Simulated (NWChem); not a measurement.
Species: GaNH3OCl; SMILES [Cl][Ga]([OH])[NH2]

```xyz
7

Ga     0.0685    -0.3774    -0.0304
Cl    -0.1316     1.7615    -0.0047
O      1.6892    -1.0928     0.0547
H      2.3970    -0.4422     0.0971
N     -1.3845    -1.4202    -0.1148
H     -1.3380    -2.4288    -0.1743
H     -2.3238    -1.0572    -0.2037
```
Atoms are numbered in this order, from 1.

Computed with NWChem. Coordinates come from a PBE0/def2-SVP optimisation. GIAO values for the isolated, static molecule; σ is the absolute isotropic shielding, δ = σ(reference) − σ with the isolated reference molecule computed at the same levels (1H: tetramethylsilane, 15N: ammonia, 17O: water).

**Question.** What does the run give for BHandHLYP/pcSseg-1? Quantities: σ Ga1 (ppm); σ Cl2 (ppm); δ O3 (ppm); δ H4 (ppm); δ N5 (ppm); δ H6 (ppm); δ H7 (ppm).

**Answer.** The σ Ga1 (ppm) is 1459.1 and the σ Cl2 (ppm) is 998.8. The δ O3 (ppm) comes out as 39.4. The δ H4 (ppm) comes out as 1.61 and the δ N5 (ppm) comes out as 17.1. The δ H6 (ppm) is 1.17 and the δ H7 (ppm) comes out as 1.11.
